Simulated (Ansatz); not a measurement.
Calculated with Ansatz (gas phase, PBE0-D4/def2-TZVP geometries, no zero-point term in ΔE). CCSD(T)/CBS is the MP2 limit (def2-TZVPP, def2-QZVPP) plus CCSD(T) − MP2 in def2-TZVPP, frozen cores. This one scheme is used for every species. DFT in def2-TZVPP. B3LYP here is the variant with VWN-RPA as its local correlation; programs differ in this. One conformer a species, not always the lowest.

Reaction (formal hydrolysis of the Si–Si bond): `[SiH3][SiH2]N[SiH2][SiH3]` + H₂O → `O[SiH2]N[SiH2][SiH3]` + SiH₄

```
             level  ΔE (kJ/mol)
         r2SCAN-D4       -112.1
           PBE0-D4        -98.3
          B3LYP-D4       -113.0
            r2SCAN       -113.4
             B3LYP       -119.0
SCS-MP2/def2-TZVPP       -125.4
CCSD(T)/def2-TZVPP       -115.1
    CCSD/CBS(def2)       -114.4
```

(1) What does CCSD(T)/CBS give? (Best estimate.)

Largest T1 diagnostic among the species: 0.013.

Results:

(1) The calculation gave: -111.9 kJ/mol. The listed levels differ from it by -0.2, 13.6, -1.1, -1.5, -7.1, -13.5, -3.2, -2.5 kJ/mol.

The D4 term adds +6.0 kJ/mol with B3LYP and +3.6 kJ/mol with PBE0; it sums over pairs of atoms, weighted by their polarisabilities, and B3LYP, whose exchange is more repulsive, gets the larger term. In def2-TZVPP, CCSD(T) changes the Hartree–Fock value by +22.4 kJ/mol (the triples alone add +2.6 kJ/mol) and MP2 by +16.0 kJ/mol. From PBE to PBE0 (25 % exact exchange), in def2-TZVPP and without D4, ΔE moves by −5.0 kJ/mol.

CCSD(T)/CBS has its own doubt, a few kJ/mol and more with outer-core shells, so smaller differences from it don't rank the levels.
